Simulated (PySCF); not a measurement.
How the method changes the constants of GeSb

State: ²Π (doublet), unpaired electrons π ↑. Set-up: PySCF, scalar-relativistic core potentials, basis sets Ge def2-SVP, Sb def2-SVP with ECP28. De refers to Ge + Sb in their high-spin ground configurations, without counterpoise correction. The functionals are run spin-unrestricted. A positive dipole means Ge(−)Sb(+). Levels whose curve was spin-contaminated or gave no clean fit are not listed.

```tsv
Level	Re (Å)	ωe (cm⁻¹)	De (eV)	μ (D)	CPU s a point (SCF and correlation, without the integrals)
PBE	2.480	275	2.95	-0.21	1.2
PBEsol	2.461	282	3.19	-0.18	0.71
r²SCAN	2.453	285	2.65	-0.18	1.3
r²SCANh	2.445	285	2.54	-0.22	1.5
PBE0	2.445	292	2.58	-0.30	2.1
```

What does a quarter of exact exchange do here, going from PBE to PBE0?

PBE0 less PBE: -3.5 pm in Re, +6.2 % in ωe, -0.37 eV in De. Exact exchange removes part of the self-interaction that spreads semilocal densities, and in most molecules shortens and stiffens the bond and lowers De; so it does here.

Spin–orbit coupling is left out, which matters for elements this heavy, above all for dissociation energies. The state is the lowest determinant that a PBE0 search found; another state may lie lower at other levels.

The whole job (state search and all levels along the bond) took about 2.9 min on 1 thread of Intel Xeon Platinum 8488C (shared host), peak memory 0.66 GiB.
